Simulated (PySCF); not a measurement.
C₂H₅ClSi₂, SMILES ClC1=C[SiH2][SiH2]1.

Geometry optimised at r2SCAN-D4/def2-SVP. This is a generated structure with no PubChem entry under its InChIKey; it may be hypothetical.

Calculation: PBE/def2-TZVP (PySCF).

Problem. Estimate the frontier levels, gap, dipole moment and polarisability. (Estimate from the structure and the level; the computed values follow.)

Solution. 
The highest occupied level is -6.60 eV, the lowest empty level is -1.99 eV and the orbital gap is 4.61 eV. The dipole moment is 1.08 D. The quadrupole, principal values (traceless, Buckingham form, about the centre of nuclear charge) comes out as -1.99, -1.62, 3.61 D·Å. The mean static polarisability is 93.4 bohr³ (13.85 Å³) and the polarisability, principal values is 66.9, 92.1, 121.3 bohr³.
